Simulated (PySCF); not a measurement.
Si(H)2(NCO)(OMe) (C₂H₅NO₂Si), SMILES CO[SiH2]N=C=O.

The structure is a stationary point at B3LYP-D3(BJ)/def2-SVP. The values are those of a single conformer.

Two levels are set side by side: TDA-PBE/def2-SVPD (PySCF) and TDA-ωB97X/def2-SVPD (PySCF). Vertical, same geometry. The lowest singlet is HOMO→LUMO 100 % with PBE and HOMO→LUMO 50 %, HOMO−1→LUMO 12 % with the other functional; states are paired by order. Differences are taken from unrounded values.

```json
[
 {"quantity": "lowest singlet excitation (eV)", "TDA-ωB97X": "7.17"},
 {"quantity": "lowest triplet excitation (TDA) (eV)", "TDA-ωB97X": "6.74"}
]
```

Task: What does TDA-PBE give, and how far is it from TDA-ωB97X? (The exact figures need the calculation; the answer reports its results.)

Result: 
| quantity | TDA-PBE | TDA-PBE minus TDA-ωB97X |
|---|---|---|
| lowest singlet excitation (eV) | 6.02 | -1.15 |
| lowest triplet excitation (TDA) (eV) | 5.81 | -0.94 |

A lower first singlet is the usual sign of a functional without exact exchange. Differences between two approximate levels are no errors against the true value.

Rough cost on one machine, each run with all the roots and properties that it gave: TDA-ωB97X against TDA-PBE about 5 times.
